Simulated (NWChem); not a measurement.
System: C2H2I2; SMILES C=C(I)I

Input file for NWChem:

```
start job
memory heap 200 mb stack 900 mb global 1100 mb
geometry units angstroms noautosym nocenter noautoz
  C      0.000000     0.000000    -2.215063
  C      0.000000     0.000000    -0.883691
  I     -1.785248     0.000000     0.221834
  I      1.785248     0.000000     0.221834
  H      0.938139     0.000000    -2.776497
  H     -0.938139     0.000000    -2.776497
end
basis spherical
  * library def2-svpd
end
ecp
  I library def2-ecp
end
dft
  xc xcamb88 1.00 lyp 0.81 vwn_5 0.19 hfexch 1.00
  cam 0.33 cam_alpha 0.19 cam_beta 0.46
  iterations 150
end
property
  response 1 0.0
end
task dft property
```

Excerpt of the output:

```
             Northwest Computational Chemistry Package (NWChem) 7.3.0
             --------------------------------------------------------

                             Geometry "geometry" -> ""
                             -------------------------

 Output coordinates in angstroms (scale by  1.889725989 to convert to a.u.)

  No.       Tag          Charge          X              Y              Z
 ---- ---------------- ---------- -------------- -------------- --------------
    1 C                    6.0000     0.00000000     0.00000000    -2.21506300
    2 C                    6.0000     0.00000000     0.00000000    -0.88369100
    3 I                   53.0000    -1.78524800     0.00000000     0.22183400
    4 I                   53.0000     1.78524800     0.00000000     0.22183400
    5 H                    1.0000     0.93813900     0.00000000    -2.77649700
    6 H                    1.0000    -0.93813900     0.00000000    -2.77649700

 Effective nuclear repulsion energy (a.u.)     743.2626225155

                                 NWChem DFT Module
                                 -----------------

 Summary of "ao basis" -> "ao basis" (spherical)
 ------------------------------------------------------------------------------
       Tag                 Description            Shells   Functions and Types
 ---------------- ------------------------------  ------  ---------------------
 C                         def2-svpd                 8       20   4s2p2d
 I                         def2-svpd                13       35   5s5p3d
 H                         def2-svpd                 4        8   2s2p

            General Information
            -------------------
          SCF calculation type: DFT
          Wavefunction type:  closed shell.
          No. of atoms     :     6
          No. of electrons :    64
           Alpha electrons :    32
            Beta electrons :    32
          Charge           :     0
          Spin multiplicity:     1
          Use of symmetry is: off; symmetry adaption is: off
          Maximum number of iterations: 150
          AO basis - number of functions:   126
                     number of shells:    50
          Convergence on energy requested:  1.00D-06
          Convergence on density requested:  1.00D-05
          Convergence on gradient requested:  5.00D-04

              XC Information
              --------------
                     Hartree-Fock (Exact) Exchange  1.000
                   CAM-Becke88 Exchange Functional  1.000
                      VWN V Correlation Functional  0.190 local
              Lee-Yang-Parr Correlation Functional  0.810

           Range-Separation Parameters
           ---------------------------
           Alpha           :  0.19
           Beta            :  0.46
           Gamma           :  0.33
           Short-Range HF  :     F

             Grid Information
             ----------------
          Grid used for XC integration:  medium
          Radial quadrature: Mura-Knowles
          Angular quadrature: Lebedev.
          Tag              B.-S. Rad. Rad. Pts. Rad. Cut. Ang. Pts.
          ---              ---------- --------- --------- ---------
          C                   0.70       49          13.0       434
          I                   1.40      123          15.0       590
          H                   0.35       45          13.0       434
          Grid pruning is: on
          Number of quadrature shells:   434
          Spatial weights used:  Erf1

      Superposition of Atomic Density Guess
      -------------------------------------

 Sum of atomic energies:        -770.50197472

      Non-variational initial energy
      ------------------------------

 Total energy =    -670.900344
 1-e energy   =   -1653.521298
 2-e energy   =     723.406307
 HOMO         =      -0.274998
 LUMO         =      -0.042546

   convergence    iter        energy       DeltaE   RMS-Dens  Diis-err
 ---------------- ----- ----------------- --------- --------- ---------
 d= 0,ls=0.0,diis     1   -672.5980634132 -9.32D+02  1.47D-02  5.71D-01
 d= 0,ls=0.0,diis     2   -672.5418195858  5.62D-02  8.17D-03  1.10D+00
 d= 0,ls=0.0,diis     3   -672.6774031681 -1.36D-01  9.40D-04  1.11D-02
 d= 0,ls=0.0,diis     4   -672.6791071788 -1.70D-03  3.34D-04  9.69D-04
 d= 0,ls=0.0,diis     5   -672.6792101791 -1.03D-04  1.61D-04  1.83D-04
  Resetting Diis
 d= 0,ls=0.0,diis     6   -672.6792412611 -3.11D-05  5.15D-05  1.29D-05
 d= 0,ls=0.0,diis     7   -672.6792432916 -2.03D-06  1.44D-05  5.23D-07
 d= 0,ls=0.0,diis     8   -672.6792434125 -1.21D-07  5.59D-06  2.28D-07

         Total DFT energy =     -672.679243412534
      One electron energy =    -1655.472890948843
           Coulomb energy =      779.502170397807
    Exchange-Corr. energy =      -55.923170325723
 Nuclear repulsion energy =      259.214647464225

 Numeric. integr. density =       64.000009268181

                       DFT Final Molecular Orbital Analysis
                       ------------------------------------

 Vector   30  Occ=2.000000D+00  E=-3.322091D-01
              MO Center=  2.9D-08, -8.7D-09,  2.0D-01, r^2= 5.2D+00
   Bfn.  Coefficient  Atom+Function         Bfn.  Coefficient  Atom+Function
  ----- ------------  ---------------      ----- ------------  ---------------
    53      0.455857  3 I  py                88     -0.455857  4 I  py
    56      0.347633  3 I  py                91     -0.347633  4 I  py
    50     -0.181047  3 I  py                85      0.181047  4 I  py
    47     -0.146512  3 I  py                82      0.146512  4 I  py
    36     -0.057058  2 C  d -2              16      0.028110  1 C  d -2

 Vector   31  Occ=2.000000D+00  E=-3.183193D-01
              MO Center= -1.0D-07, -1.5D-08,  1.5D-01, r^2= 5.5D+00
   Bfn.  Coefficient  Atom+Function         Bfn.  Coefficient  Atom+Function
  ----- ------------  ---------------      ----- ------------  ---------------
    54      0.346304  3 I  pz                89     -0.346304  4 I  pz
    52      0.311065  3 I  px                87      0.311065  4 I  px
    57      0.296661  3 I  pz                92     -0.296661  4 I  pz
    55      0.216952  3 I  px                90      0.216952  4 I  px
    51     -0.137434  3 I  pz                86      0.137434  4 I  pz

 Vector   32  Occ=2.000000D+00  E=-3.088325D-01
              MO Center= -4.0D-08,  7.2D-09, -4.8D-01, r^2= 5.0D+00
   Bfn.  Coefficient  Atom+Function         Bfn.  Coefficient  Atom+Function
  ----- ------------  ---------------      ----- ------------  ---------------
    53      0.366695  3 I  py                88      0.366695  4 I  py
     6     -0.316610  1 C  py                56      0.303853  3 I  py
    91      0.303853  4 I  py                26     -0.220325  2 C  py
     9     -0.164852  1 C  py                29     -0.145499  2 C  py
    50     -0.145400  3 I  py                85     -0.145400  4 I  py

 Vector   33  Occ=0.000000D+00  E=-3.121330D-02
              MO Center=  6.1D-08,  2.5D-09,  2.3D-01, r^2= 7.3D+00
   Bfn.  Coefficient  Atom+Function         Bfn.  Coefficient  Atom+Function
  ----- ------------  ---------------      ----- ------------  ---------------
    23      0.380763  2 C  s                 22      0.368943  2 C  s
     4      0.354158  1 C  s                 55     -0.347865  3 I  px
    90      0.347865  4 I  px                30      0.340113  2 C  pz
    27      0.273869  2 C  pz                52     -0.265139  3 I  px
    87      0.265139  4 I  px                 3      0.260962  1 C  s

 Vector   34  Occ=0.000000D+00  E= 6.789153D-03
              MO Center=  5.6D-09, -1.7D-09, -1.4D+00, r^2= 4.8D+00
   Bfn.  Coefficient  Atom+Function         Bfn.  Coefficient  Atom+Function
  ----- ------------  ---------------      ----- ------------  ---------------
    26     -0.408415  2 C  py                 6      0.377258  1 C  py
    29     -0.356062  2 C  py                 9      0.248214  1 C  py
    59      0.163250  3 I  py                94      0.163250  4 I  py
    37     -0.134296  2 C  d -1             117      0.101412  5 H  py
   125      0.101412  6 H  py                56      0.098453  3 I  py

 Vector   35  Occ=0.000000D+00  E= 1.198353D-02
              MO Center= -8.6D-08, -1.8D-09,  3.2D-01, r^2= 1.3D+01
   Bfn.  Coefficient  Atom+Function         Bfn.  Coefficient  Atom+Function
  ----- ------------  ---------------      ----- ------------  ---------------
    58      0.532974  3 I  px                93      0.532974  4 I  px
    28      0.453026  2 C  px                25      0.390027  2 C  px
    60     -0.388320  3 I  pz                95      0.388320  4 I  pz
    45      0.345986  3 I  s                 80     -0.345986  4 I  s
    55      0.226954  3 I  px                90      0.226954  4 I  px

     Multipole analysis of the density
     ---------------------------------

     L   x y z        total         alpha         beta         nuclear
     -   - - -        -----         -----         ----         -------
     0   0 0 0      0.000000    -32.000000    -32.000000     64.000000

     1   1 0 0      0.000000      0.000000      0.000000      0.000000
     1   0 1 0      0.000000      0.000000      0.000000      0.000000
     1   0 0 1     -0.428102     12.120018     12.120018    -24.668139

     2   2 0 0    -46.854099   -311.104367   -311.104367    575.354636
     2   1 1 0     -0.000000     -0.000000     -0.000000      0.000000
     2   1 0 1      0.000000      0.000000      0.000000      0.000000
     2   0 2 0    -50.850608    -25.425304    -25.425304      0.000000
     2   0 1 1     -0.000000     -0.000000     -0.000000      0.000000
     2   0 0 2    -45.623835   -115.664715   -115.664715    185.705595

 *** CALLING NEW AORESP DRIVER FOR CLOSED AND OPEN SHELLS ***
 Entering AOResponse driver routine

--------------------------------------------------------------------------------

          -----------------------------------------------
          Solving response equations for perturbing field
          -----------------------------------------------

 number of frequencies:     1
 frequency in a.u.:  0.0000000E+00
 Perturbing field: electric
 Using El. Dipole Length Gauge

 Setting up CPKS with frequency omega =      0.00000000 a.u.

 STATIC response

                                NWChem CPHF Module
                                ------------------

  scftype          =     RHF
  nclosed          =       32
  nopen            =        0
  variables        =     3008
  # of vectors     =        3
  tolerance        = 0.10D-03
  level shift      = 0.00D+00
  max iterations   =       50
  max subspace     =       30

 SCF residual:    4.3668640440683342E-004

Iterative solution of linear equations
  No. of variables     3008
  No. of equations        3
  Maximum subspace       30
        Iterations       50
       Convergence  1.0D-04

   iter   nsub   residual    time
   ----  ------  --------  ---------
     1      3    2.43D+00     121.0
     2      6    1.48D+00     136.2
     3      9    3.62D-01     151.5
     4     12    4.72D-02     166.9
     5     15    1.12D-02     182.3
     6     18    6.79D-03     197.8
     7     21    6.40D-03     213.0
     8     24    5.91D-04     228.2
     9     27    7.63D-05     243.6

 Electric Dipole Response Matrix (nonzero elements):

              1        2        3
    1  117.1244   0.0000   0.0000
    2    0.0000  68.0022   0.0000
    3    0.0000   0.0000  97.7917

 ------------------------------------------
 average:        94.30609 + I       0.00000

 DFT Linear Response polarizability / au
 Frequency  =       0.0000000 / au
              X              Y              Z
 -----------------------------------------------
 X     117.1243796      0.0000003      0.0000000
 Y       0.0000003     68.0022138      0.0000008
 Z       0.0000000      0.0000008     97.7916826
 -----------------------------------------------
 Eigenvalues =     117.1243796     68.0022138     97.7916826
 Isotropic   =      94.3060920
 Anisotropic =      42.8611292
 -----------------------------------------------

 Magnetic Dipole Response Matrix (nonzero elements):

 Exiting AOResponse driver routine
```

Level: CAM-B3LYP/def2-SVPD with def2 effective core potentials on I. Coordinates come from a PBE0/def2-SVP optimisation. Not confirmed as a minimum by frequencies. def2 effective core potentials on I; no spin-orbit coupling.
